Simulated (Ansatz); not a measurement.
A trace of molecular dynamics of a periodic cell of 13 atoms, LiTi12 (host Ti, host structure hcp, interstitial Li).

Theory: DFT PBE, scalar-relativistic, plane waves, PAW in Ansatz 0.2.0. Settings: accuracy low, cutoff 420 eV, k mesh 3x2x4, fermi-dirac smearing 0.1 eV, no spin polarisation.

```json
{
  "ensemble": "NVT, Nosé–Hoover chain",
  "set temperature": "1200 K",
  "thermostat": "time constant 200 fs, chain length 1",
  "seed": "576657"
}
```

```json
{"time (fs)": "0", "T (K)": "1200", "potential energy less start (eV)": "0.000", "conserved less start (meV/atom)": "0.00"}
{"time (fs)": "7", "T (K)": "1099", "potential energy less start (eV)": "0.157", "conserved less start (meV/atom)": "0.01"}
{"time (fs)": "14", "T (K)": "880", "potential energy less start (eV)": "0.497", "conserved less start (meV/atom)": "0.04"}
{"time (fs)": "21", "T (K)": "677", "potential energy less start (eV)": "0.814", "conserved less start (meV/atom)": "0.05"}
{"time (fs)": "28", "T (K)": "548", "potential energy less start (eV)": "1.015", "conserved less start (meV/atom)": "0.04"}
{"time (fs)": "35", "T (K)": "478", "potential energy less start (eV)": "1.126", "conserved less start (meV/atom)": "0.04"}
{"time (fs)": "42", "T (K)": "445", "potential energy less start (eV)": "1.181", "conserved less start (meV/atom)": "0.04"}
{"time (fs)": "49", "T (K)": "459", "potential energy less start (eV)": "1.163", "conserved less start (meV/atom)": "0.04"}
{"time (fs)": "56", "T (K)": "531", "potential energy less start (eV)": "1.058", "conserved less start (meV/atom)": "0.04"}
{"time (fs)": "63", "T (K)": "624", "potential energy less start (eV)": "0.922", "conserved less start (meV/atom)": "0.02"}
{"time (fs)": "70", "T (K)": "662", "potential energy less start (eV)": "0.874", "conserved less start (meV/atom)": "0.02"}
{"time (fs)": "77", "T (K)": "610", "potential energy less start (eV)": "0.966", "conserved less start (meV/atom)": "0.03"}
{"time (fs)": "84", "T (K)": "537", "potential energy less start (eV)": "1.089", "conserved less start (meV/atom)": "0.04"}
{"time (fs)": "91", "T (K)": "503", "potential energy less start (eV)": "1.154", "conserved less start (meV/atom)": "0.03"}
{"time (fs)": "98", "T (K)": "464", "potential energy less start (eV)": "1.225", "conserved less start (meV/atom)": "0.03"}
{"time (fs)": "105", "T (K)": "400", "potential energy less start (eV)": "1.336", "conserved less start (meV/atom)": "0.04"}
{"time (fs)": "112", "T (K)": "391", "potential energy less start (eV)": "1.362", "conserved less start (meV/atom)": "0.05"}
{"time (fs)": "119", "T (K)": "476", "potential energy less start (eV)": "1.243", "conserved less start (meV/atom)": "0.04"}
{"time (fs)": "126", "T (K)": "582", "potential energy less start (eV)": "1.096", "conserved less start (meV/atom)": "0.03"}
{"time (fs)": "133", "T (K)": "633", "potential energy less start (eV)": "1.039", "conserved less start (meV/atom)": "0.03"}
{"time (fs)": "140", "T (K)": "645", "potential energy less start (eV)": "1.045", "conserved less start (meV/atom)": "0.04"}
{"time (fs)": "147", "T (K)": "659", "potential energy less start (eV)": "1.048", "conserved less start (meV/atom)": "0.03"}
{"time (fs)": "154", "T (K)": "657", "potential energy less start (eV)": "1.078", "conserved less start (meV/atom)": "0.03"}
{"time (fs)": "161", "T (K)": "602", "potential energy less start (eV)": "1.190", "conserved less start (meV/atom)": "0.04"}
{"time (fs)": "168", "T (K)": "560", "potential energy less start (eV)": "1.282", "conserved less start (meV/atom)": "0.05"}
```

Problem. Is this trajectory sound?

Solution. The conserved energy stayed within 0.055 meV per atom of its start (net change 0.054 meV per atom), so the integration is sound. The mean temperature of the second half is 54 % below the set value. A run of 0.17 ps of so small a system gives no equilibrium averages. Limits of this set-up: coarse k mesh, a small cell, in which the defect meets its images, a typed lattice constant that wasn't relaxed here, low accuracy level. The time step was 1 fs.

The run took 13 min on 2 threads of Intel(R) Xeon(R) Platinum 8488C (Sapphire Rapids), with other jobs on the host, peak memory 0.83 GiB.
